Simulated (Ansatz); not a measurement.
One change: `[OH][Ta]([OH])([F])([F])[F]` becomes `[OH][Nb]([OH])([F])([F])[F]`.

Ansatz, PBE0-D4/def2-TZVP geometries, multiplicity 1. Each molecule was computed in one conformer, which needn't be the lowest.

Elements past krypton have def2 core potentials.

```
                                                                                  property  `[OH][Ta]([OH])([F])([F])[F]`
                                                     HOMO energy (ωB97M-V/def2-TZVPP) / eV                         -12.65
                                                         LUMO energy (PBE/def2-TZVPP) / eV                          -2.34
                                                         HOMO energy (PBE/def2-TZVPP) / eV                          -8.39
                                          size of the dipole moment (B3LYP/def2-TZVPP) / D                           4.47
                                                       HOMO energy (B3LYP/def2-TZVPP) / eV                          -9.92
ideal-gas entropy at 298 K and 1 bar (rigid rotor, harmonic PBE0-D4/def2-TZVP) / J/(mol·K)                            390
```

(1) Give the same properties after the change, and the shifts. (An estimate is asked.)

Answers

(1) Computed: 
| property | `[OH][Nb]([OH])([F])([F])[F]` | shift |
| --- | --- | --- |
| HOMO energy (ωB97M-V/def2-TZVPP) / eV | -12.68 | -0.03 |
| LUMO energy (PBE/def2-TZVPP) / eV | -3.07 | -0.73 |
| HOMO energy (PBE/def2-TZVPP) / eV | -8.40 | -0.01 |
| size of the dipole moment (B3LYP/def2-TZVPP) / D | 4.53 | 0.06 |
| HOMO energy (B3LYP/def2-TZVPP) / eV | -9.95 | -0.03 |
| ideal-gas entropy at 298 K and 1 bar (rigid rotor, harmonic PBE0-D4/def2-TZVP) / J/(mol·K) | 389 | -1 |

Dipoles are sizes alone; their direction can turn. Modes under 60 cm⁻¹, often nearly free rotors, make the harmonic entropy too high.

B3LYP here is the variant with VWN-RPA as its local correlation; programs differ in this.
